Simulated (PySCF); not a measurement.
**Ionisation energy of Rh(2+) by level of theory**

Rh(2+) [Kr] 4d7 (4F) → Rh(3+) [Kr] 4d6 (5D), as a difference of total energies. Calculation: PySCF 2.14, in aug-cc-pVTZ-PP with ECP28MDF (6s6p5d3f2g, 88 functions); scalar relativity through the core potential. Correlated levels: valence: 4s2 4p6 frozen. The calculations carry no spin-orbit coupling.

```
           method  ionisation energy (eV)
              UHF                  29.304
              LDA                  31.251
              PBE                  31.107
             PBE0                  30.955
           r2SCAN                  30.760
           B2PLYP                  30.896
          wB97M-V                  30.942
          r2SCAN0                  30.733
            M06-L                  30.925
    MP2 (valence)                  30.650
SCS-MP2 (valence)                  30.817
```

Problem. How much does correlation contribute at MP2 (valence)?

Solution. 30.650 − (29.304) = 1.346 eV, measured against UHF.

The reference lies between the lowest fine-structure levels, while these numbers refer to the centres of the terms.

Errors of the correlated levels include the incompleteness of this basis and the frozen core.

For comparison: 31.06 eV (semi-empirical (NIST evaluation); NIST Atomic Spectra Database, ionization energies).
